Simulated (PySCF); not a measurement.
HSn, SMILES [SnH] (connectivity only; charge and spin as stated), neutral, multiplicity 2.

Coordinates come from a B3LYP-D3(BJ)/def2-TZVPD optimisation. The def2 effective core potentials stand for the cores of Sn; spin–orbit coupling is left out.

Level of theory: B3LYP-D3(BJ)/def2-TZVPD (PySCF 2.14.0).

Frequencies are harmonic and unscaled.

```csv
mode,ν (cm⁻¹),IR (km/mol),moving atoms (share of kinetic energy)
1,1681,438.7,H 99 %
```
